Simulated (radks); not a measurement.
Excited configurations of Pt+: one electron is placed in a higher orbital outside [Xe] 4f14 5d8. The ground configuration is [Xe] 4f14 5d9. Method: scalar-relativistic Kohn-Sham, r2SCAN, spin-unpolarised, spherical densities, finite nucleus; meta-GGA in the generalised Kohn-Sham scheme; Fermi nuclear charge, rms radius 5.427 fm; computed with a radial shooting solver on a logarithmic mesh with Libxc functionals. Excitation = E - E(ground); binding = E(ion) - E, where the ion is the core of charge +2; n* = 2/sqrt(2 binding) in atomic units, and the quantum defect is n - n*.

| outer orbital | excitation (eV) | binding (eV) | n* | eigenvalue (eV) |
|---|---|---|---|---|
| 5f | 16.701 | 3.366 | 4.021 | -2.348 |
| 6s | 2.371 | 17.696 | 1.754 | -13.878 |
| 6p | 9.339 | 10.729 | 2.252 | -7.879 |
| 6d | 14.706 | 5.362 | 3.186 | -3.864 |
| 7s | 13.263 | 6.805 | 2.828 | -5.389 |
| 7d | 16.913 | 3.154 | 4.154 | -2.405 |
| 7f | 18.469 | 1.599 | 5.835 | -1.237 |

The Delta-SCF ionisation energy is 20.067 eV (NIST Atomic Spectra Database: 18.6 eV, measured). Self-interaction in the functional shifts the binding energies and quantum defects, so they are the method's values and not measured ones. Spin polarisation and multiplet splitting are left out, so open shells lie too high by an amount that depends on their filling. Spin-orbit splitting is averaged out at the scalar-relativistic level.

Beside tabulated values, note that spin-unpolarised runs miss the spin-polarisation part of the exchange energy of open shells.
